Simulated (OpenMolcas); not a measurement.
Ru2+.

```
Program             : OpenMolcas 26.06
Method              : CASSCF
Basis               : ANO-RCC-VDZP [6s5p3d1f]
Scalar Hamiltonian  : DKH2, point nucleus
Active space        : 6 electrons in 5 orbitals (4d)
State averaging     : 2S+1 = 5 even, 5 roots; 2S+1 = 3 even, 45 roots; 2S+1 = 1 even, 50 roots
Spin-orbit coupling : state interaction with AMFI integrals over the reference wave functions, term energies averaged over their components
```

Levels without dynamic correlation, in cm-1 above 4d6 5D4:

| Level | E |
| --- | --- |
| 4d6 3P2(1) | 18555 |
| 4d6 3H6 | 17440 |
| 4d6 3F3(1) | 20311 |
| 4d6 3G5 | 22183 |
| 4d6 1I6 | 26772 |

On this reference, MS-CASPT2, IPEA 0.25 Eh, imaginary shift 0.1 Eh (closed shells correlated: 4s 4p) puts 4d6 3P2(1) at 15360 cm-1.

**Question.** Estimate the other levels at that method by one scale factor, and say how well it serves.

**Answer.** The factor is 15360 / 18555 = 0.828. Scaled values beside those that MS-CASPT2 gives:
| Level | Scaled | MS-CASPT2 | Miss (%) |
| --- | --- | --- | --- |
| 4d6 3H6 | 14440 | 16570 | -12.9 |
| 4d6 3F3(1) | 16818 | 18070 | -6.9 |
| 4d6 3G5 | 18368 | 20510 | -10.4 |
| 4d6 1I6 | 22167 | 25510 | -13.1 |
For these levels the scaled values miss MS-CASPT2 by up to 13.1 %, as correlation changes each term by its own factor, spin-orbit parts do not scale and CASPT2 has its own spread within terms. This holds within one configuration; levels of others move differently, and the target method has errors of its own against measurement.

Term energies are means over components that CASPT2 splits; among the terms shown or strongly mixed into the levels shown the widest spread is 1400 cm-1 (4d6 1I, MS-CASPT2). Levels of configurations with an s electron are missing; early in the row they begin among the upper levels of the d shell and mix with terms of their name. Without dynamic correlation excited terms often stand tens of per cent too high (terms of higher spin than the ground term too low), and those without a measured partner can miss by more than the paired ones (holds for CASSCF). The CASPT2 spread within a term exceeds the gap to the next term for 4d6 3P(1) and 4d6 3H, so the order of their levels is uncertain (holds for MS-CASPT2). Levels of configurations outside the active space are missing.

A number in round brackets counts repeated terms of one configuration in the order of the reference energies.
